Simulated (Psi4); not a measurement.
CH₃Cd, charge +1, singlet, at a GFN2-xTB geometry (such geometries of metal compounds can be far from the true shape) (core potentials on Cd); Psi4 1.11 with BLYP/def2-SVP.

The Psi4 input:
```
memory 2 GB

molecule {
1 1
  Cd   -0.24990741   -0.15685804   -0.19594938
  C     1.26333355    0.79294976    0.99056455
  H     1.79956127   -0.02050473    1.49205259
  H     0.72593198    1.44551340    1.68777248
  H     1.89006125    1.34647864    0.28235779
}

set basis def2-svp

energy('blyp')
print_variables()
```

What the program printed (banner, timings and long lists left out):

```
   => Loading Basis Set <=

    Name: DEF2-SVP
    Role: ORBITAL
    Keyword: BASIS

    !!!  WARNING: ECP capability is in beta. Please check occupations closely.  !!!

         ---------------------------------------------------------
                                   SCF
               by Justin Turney, Rob Parrish, Andy Simmonett
                          and Daniel G. A. Smith
                              RKS Reference
         ---------------------------------------------------------

  ==> Geometry <==

    Molecular point group: c1
    Full point group: C1

    Geometry (in Angstrom), charge = 1, multiplicity = 1:

       Center              X                  Y                   Z               Mass
    ------------   -----------------  -----------------  -----------------  -----------------
         CD          -0.181223604589    -0.113747643578    -0.142095236000   113.903365090000
         C            1.332017355411     0.836060156422     1.044418694000    12.000000000000
         H            1.868245075411     0.022605666422     1.545906734000     1.007825032230
         H            0.794615785411     1.488623796422     1.741626624000     1.007825032230
         H            1.958745055411     1.389589036422     0.336211934000     1.007825032230

  Running in c1 symmetry.

  Rotational constants: A =      5.00771  B =      0.25396  C =      0.25396 [cm^-1]
  Rotational constants: A = 150127.48152  B =   7613.39651  C =   7613.39651 [MHz]
  Nuclear repulsion =   51.111852871806818

  Charge       = 1
  Multiplicity = 1
  Electrons    = 28
  Nalpha       = 14
  Nbeta        = 14

  ==> Algorithm <==

  SCF Algorithm Type is DF.
  DIIS enabled.
  MOM disabled.
  Fractional occupation disabled.
  Guess Type is SAD.
  Energy threshold   = 1.00e-06
  Density threshold  = 1.00e-06
  Integral threshold = 1.00e-12

  ==> Primary Basis <==

  Basis Set: DEF2-SVP
    Blend: DEF2-SVP
    Number of shells: 26
    Number of basis functions: 60
    Number of Cartesian functions: 66
    Spherical Harmonics?: true
    Max angular momentum: 3

  Core potential: DEF2-SVP
    Number of shells: 4
    Number of ECP primitives: 14
    Number of ECP core electrons: 28
    Max angular momentum: 3

  ==> DFT Potential <==

   => LibXC <=

    Version 7.1.2
    S. Lehtola, C. Steigemann, M. J. T. Oliveira, and M. A. L. Marques,  SoftwareX 7, 1–5 (2018) (10.1016/j.softx.2017.11.002)

   => Composite Functional: BLYP <=

    BLYP GGA Exchange-Correlation Functional

    P.J. Stephens et. al., J. Phys. Chem., 98, 11623-11627, 1994
    B. Miehlich et. al., Chem. Phys. Lett., 157(3), 200-206 1989

    Deriv               =              1
    GGA                 =           TRUE
    Meta                =          FALSE

    Exchange Hybrid     =          FALSE
    MP2 Hybrid          =          FALSE

   => Exchange Functionals <=

    1.0000     XC_GGA_X_B88

   => Correlation Functionals <=

    1.0000     XC_GGA_C_LYP

   => LibXC Density Thresholds  <==

    XC_GGA_C_LYP:  1.00E-14
    XC_GGA_X_B88:  1.00E-15

   => Molecular Quadrature <=

    Radial Scheme          =       TREUTLER
    Pruning Scheme         =           NONE
    Nuclear Scheme         =       TREUTLER

    Blocking Scheme        =         OCTREE
    BS radius alpha        =              1
    Pruning alpha          =              1
    Radial Points          =             75
    Spherical Points       =            302
    Total Points           =         108488
    Total Blocks           =            856
    Max Points             =            256
    Max Functions          =             60
    Weights Tolerance      =       1.00E-15

   => Loading Basis Set <=

    Name: (DEF2-SVP AUX)
    Role: JKFIT
    Keyword: DF_BASIS_SCF

  ==> Integral Setup <==

  SCF_SUBTYPE=INCORE selected. In-core MEM_DF algorithm will be used.
  Using in-core AOs.

  ==> MemDFJK: Density-Fitted J/K Matrices <==

    J tasked:                   Yes
    K tasked:                    No
    wK tasked:                   No
    Algorithm:                 Core
    Schwarz Cutoff:           1E-12
    Mask sparsity (%):       0.0556
    Fitting Condition:        1E-10

   => Auxiliary Basis Set <=

  Basis Set: (DEF2-SVP AUX)
    Blend: DEF2-UNIVERSAL-JKFIT
    Number of shells: 92
    Number of basis functions: 384
    Number of Cartesian functions: 533
    Spherical Harmonics?: true
    Max angular momentum: 6

  Minimum eigenvalue in the overlap matrix is 1.2322249530E-02.
  Reciprocal condition number of the overlap matrix is 2.3656325151E-03.
    Using symmetric orthogonalization.

  ==> Pre-Iterations <==

  SCF Guess: Superposition of Atomic Densities via on-the-fly atomic UHF (no occupation information).

   -------------------------
    Irrep   Nso     Nmo
   -------------------------
     A         60      60
   -------------------------
    Total      60      60
   -------------------------

  ==> Iterations <==

                           Total Energy        Delta E     RMS |[F,P]|

   @DF-RKS iter SAD:  -206.60767325048320   -2.06608e+02   0.00000e+00
   @DF-RKS iter   1:  -206.75734287103353   -1.49670e-01   1.45588e-02 ADIIS/DIIS
   @DF-RKS iter   2:  -203.04493313837133    3.71241e+00   3.64103e-02 ADIIS/DIIS
   @DF-RKS iter   3:  -207.04185093392579   -3.99692e+00   9.38399e-03 ADIIS/DIIS
   @DF-RKS iter   4:  -207.23612458253177   -1.94274e-01   1.32595e-03 ADIIS/DIIS
   @DF-RKS iter   5:  -207.24104916420802   -4.92458e-03   6.69148e-04 ADIIS/DIIS
   @DF-RKS iter   6:  -207.24188085822124   -8.31694e-04   1.82644e-04 ADIIS/DIIS
   @DF-RKS iter   7:  -207.24196240968556   -8.15515e-05   3.13688e-05 DIIS
   @DF-RKS iter   8:  -207.24196361325858   -1.20357e-06   1.09528e-05 DIIS
   @DF-RKS iter   9:  -207.24196391488454   -3.01626e-07   8.74402e-07 DIIS
  Energy and wave function converged.

  ==> Post-Iterations <==

   Electrons on quadrature grid:
      Ntotal   =   27.9999971315 ; deviation = -2.868e-06

    Orbital Energies [Eh]
    ---------------------

    Doubly Occupied:

       1A    -10.169673     2A     -4.247611     3A     -2.790462
       4A     -2.786775     5A     -2.786775     6A     -0.832086
       7A     -0.709016     8A     -0.709016     9A     -0.708507
      10A     -0.701997    11A     -0.701997    12A     -0.571306
      13A     -0.571305    14A     -0.492039

    Virtual:

      15A     -0.366204    16A     -0.236523    17A     -0.236523
      18A     -0.158812    19A     -0.091256    20A     -0.071788
      21A     -0.071787    22A     -0.031790    23A      0.087211
      24A      0.087211    25A      0.120991    26A      0.183005
      27A      0.183007    28A      0.222632    29A      0.252491
      30A      0.252491    31A      0.363915    32A      0.363916
      33A      0.432566    34A      0.432568    35A      0.435724
      36A      0.485013    37A      0.646722    38A      0.988646
      39A      0.988648    40A      1.242250    41A      1.438791
      42A      1.438792    43A      1.508883    44A      1.711002
      45A      1.711002    46A      1.802059    47A      1.841567
      48A      2.125597    49A      2.125601    50A      2.355531
      51A      2.355532    52A      2.357254    53A      2.357861
      54A      2.358991    55A      2.359364    56A      2.359364
      57A      2.469967    58A      2.591694    59A      2.591697
      60A     55.816921

    Final Occupation by Irrep:
              A
    DOCC [    14 ]
    NA   [    14 ]
    NB   [    14 ]

  @DF-RKS Final Energy:  -207.24196391488454

   => Energetics <=

    Nuclear Repulsion Energy =             51.1118528718068177
    One-Electron Energy =                -443.8725464086211332
    Two-Electron Energy =                 207.1208326844602254
    DFT Exchange-Correlation Energy =     -21.6021030625304711
    Empirical Dispersion Energy =           0.0000000000000000
    VV10 Nonlocal Energy =                  0.0000000000000000
    Total Energy =                       -207.2419639148845363

Computation Completed

Properties will be evaluated at   0.000000,   0.000000,   0.000000 [a0]

Properties computed using the SCF density matrix

 Multipole Moments:

 ------------------------------------------------------------------------------------
     Multipole            Electronic (a.u.)      Nuclear  (a.u.)        Total (a.u.)
 ------------------------------------------------------------------------------------

 L = 1.  Multiply by 2.5417464519 to convert [e a0] to [Debye]
 Dipole X            :        -16.8182128           16.9871978            0.1689850
 Dipole Y            :        -10.5561970           10.6622629            0.1060660
 Dipole Z            :        -13.1869589           13.3194563            0.1324974
 Magnitude           :                                                    0.2395026

 ------------------------------------------------------------------------------------

  Variable Map:
  ----------------------------------------------------------------------------
  "CURRENT ENERGY"              =>    -207.241963914885
  "CURRENT REFERENCE ENERGY"    =>    -207.241963914885
  "DD SOLVATION ENERGY"         =>       0.000000000000
  "DFT FUNCTIONAL TOTAL ENERGY" =>    -207.241963914885
  "DFT TOTAL ENERGY"            =>    -207.241963914885
  "DFT VV10 ENERGY"             =>       0.000000000000
  "DFT XC ENERGY"               =>     -21.602103062530
  "GRID ELECTRONS ALPHA"        =>      13.999998565756
  "GRID ELECTRONS BETA"         =>      13.999998565756
  "GRID ELECTRONS TOTAL"        =>      27.999997131513
  "NUCLEAR REPULSION ENERGY"    =>      51.111852871807
  "ONE-ELECTRON ENERGY"         =>    -443.872546408621
  "PCM POLARIZATION ENERGY"     =>       0.000000000000
  "PE ENERGY"                   =>       0.000000000000
  "SCF ITERATION ENERGY"        =>    -207.241963914885
  "SCF ITERATIONS"              =>       9.000000000000
  "SCF TOTAL ENERGY"            =>    -207.241963914885
  "TWO-ELECTRON ENERGY"         =>     207.120832684460
  "XC GRID RADIAL POINTS"       =>      75.000000000000
  "XC GRID SPHERICAL POINTS"    =>     302.000000000000
  "XC GRID TOTAL POINTS"        =>  108488.000000000000

  Array Variable Map:
  ----------------------------------------------------------------------------
  "CURRENT DIPOLE"              =>       0.168985024491 ... 0.132497440040 1 by 3
  "SCF DIPOLE"                  =>       0.168985024491 ... 0.132497440040 1 by 3
  "SCF TOTAL ENERGIES"          =>    -206.607673250483 ... -207.241963914885 1 by 10
```
